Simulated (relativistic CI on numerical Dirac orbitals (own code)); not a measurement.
Ligand-field terms of d2

Computed with a parametric ligand-field model of a d^n configuration (Racah B and C, spin-orbit zeta, crystal field), exact diagonalisation.

Field parameters in Wybourne normalisation: Td as Oh with Dq negative (B⁴₀ = 21Dq, B⁴₄ = √(5/14) B⁴₀). The field is a parameter set, without covalency.

B = 600 cm⁻¹, C = 2910 cm⁻¹ (C/B = 4.85), Td, no spin-orbit coupling. Tanabe-Sugano data, E/B above the lowest term (Δ = |10Dq|; b, c mark the second and third term of a kind):

| Δ/B | 3A2 | 3T2 | 3T1 | 1E | 1T2 | 1A1 |
| --- | --- | --- | --- | --- | --- | --- |
| 1.0 | 0.00 | 1.00 | 1.79 | 15.43 | 16.09 | 22.47 |
| 1.9 | 0.00 | 1.90 | 3.38 | 15.89 | 17.29 | 23.12 |
| 2.8 | 0.00 | 2.80 | 4.95 | 16.22 | 18.45 | 23.73 |
| 3.7 | 0.00 | 3.70 | 6.49 | 16.46 | 19.56 | 24.30 |
| 4.6 | 0.00 | 4.60 | 8.01 | 16.63 | 20.65 | 24.83 |
| 5.5 | 0.00 | 5.50 | 9.50 | 16.77 | 21.70 | 25.32 |
| 6.4 | 0.00 | 6.40 | 10.96 | 16.88 | 22.73 | 25.78 |
| 7.3 | 0.00 | 7.30 | 12.39 | 16.97 | 23.74 | 26.21 |
| 8.2 | 0.00 | 8.20 | 13.79 | 17.04 | 24.74 | 26.61 |
| 9.1 | 0.00 | 9.10 | 15.15 | 17.09 | 25.73 | 26.99 |
| 10.0 | 0.00 | 10.00 | 16.48 | 17.14 | 26.70 | 27.34 |
| 10.9 | 0.00 | 10.90 | 17.78 | 17.19 | 27.67 | 27.66 |
| 11.8 | 0.00 | 11.80 | 19.04 | 17.22 | 28.62 | 27.97 |
| 12.7 | 0.00 | 12.70 | 20.27 | 17.25 | 29.57 | 28.25 |
| 13.6 | 0.00 | 13.60 | 21.47 | 17.28 | 30.52 | 28.52 |
| 14.5 | 0.00 | 14.50 | 22.65 | 17.31 | 31.46 | 28.77 |
| 15.4 | 0.00 | 15.40 | 23.80 | 17.33 | 32.40 | 29.01 |
| 16.3 | 0.00 | 16.30 | 24.93 | 17.35 | 33.33 | 29.23 |
| 17.2 | 0.00 | 17.20 | 26.03 | 17.36 | 34.26 | 29.44 |
| 18.1 | 0.00 | 18.10 | 27.12 | 17.38 | 35.19 | 29.63 |
| 19.0 | 0.00 | 19.00 | 28.19 | 17.39 | 36.12 | 29.82 |
| 19.9 | 0.00 | 19.90 | 29.24 | 17.41 | 37.04 | 29.99 |
| 20.8 | 0.00 | 20.80 | 30.29 | 17.42 | 37.96 | 30.16 |
| 21.7 | 0.00 | 21.70 | 31.31 | 17.43 | 38.88 | 30.31 |

The ground term stays 3A2.
